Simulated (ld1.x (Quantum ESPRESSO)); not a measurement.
## Before and after: TM potential for iron (Fe)

```
Element                 : iron
Generator               : ld1.x (Quantum ESPRESSO) 7.5
Type                    : norm-conserving Troullier–Martins (Kleinman–Bylander form)
Functional              : LDA (PZ)
Relativity              : scalar-relativistic
Frozen core             : [Ar]
Valence charge          : 8
Reference configuration : 3d6 4s1 4p0 (charge +1)
Partial waves           : 4s (bound): rc 2.35 bohr; 4p (bound, empty): rc 2.70 bohr; 3d (bound): rc 1.80 bohr
Local potential         : the d channel
Core correction         : a·sin(br)/r model core inside 0.85 bohr
```

Change: functional revPBE.

Cutoffs: the cutoffs (Ry, on a coarse ladder) from which the occupation-weighted sum of valence levels, in a spherical-Bessel basis at the reference potential, stays within 10 and 1 mRy of its value at 400 Ry; they do not see the model core or the augmentation charge, which bear on the density cutoff. Errors are all-electron minus pseudo energies relative to the spin-unpolarised reference configuration.

**Question.** What does the change do?

**Answer.** The potential gets neither clearly harder nor softer (80 Ry and 140 Ry → 80 Ry and 140 Ry); both files keep a bound ghost (p, s); the number of tests with a reliable result goes from 9 to 7; of the 7 tests that both files solve, the error grows in 4 and shrinks in 0 by more than 15 % and 0.3 meV (median size 12.4 → 14.6 meV).

```tsv
quantity	base	changed
cutoff, loose	80 Ry	80 Ry
cutoff, tight	140 Ry	140 Ry
bound ghosts	s, p	s, p
error for 3d6 4s2 4p0, meV [ΔE -8.98 → -8.64 eV]	-1.7	-2.9
error for 3d6 4s0 4p0, meV [ΔE 16.49 → 16.04 eV]	-12	-15
error for 3d5 4s0 4p0, meV [ΔE 51.02 → 50.15 eV]	-274	-291
error for 3d5 4s2 4p1, meV [ΔE -0.12 → 0.09 eV]	-276	-300
error for 3d6 4s1.5 4p0, meV [ΔE -5.39 → -5.19 eV]	-0.4	-0.9
error for 3d6 4s0 4p2, meV [ΔE -0.37 → -0.25 eV]	-3.0	-3.8
error for 3d6.5 4s1.5 4p0, meV [ΔE -9.73 → -9.37 eV]	-25	-24
s: phases at 2.96 bohr within 0.05 rad from the reference energy up to (Ry; the scan ends near 5)	1.3	1.4
p: phases at 2.96 bohr within 0.05 rad from the reference energy up to (Ry; the scan ends near 5)	2.7	2.7
d: phases at 2.96 bohr within 0.05 rad from the reference energy up to (Ry; the scan ends near 5)	0.0	0.1
```

 A true bound ghost makes a file unfit for plane-wave use even where its test errors are small: the radial tests pick states by their node count and pass the ghost by.
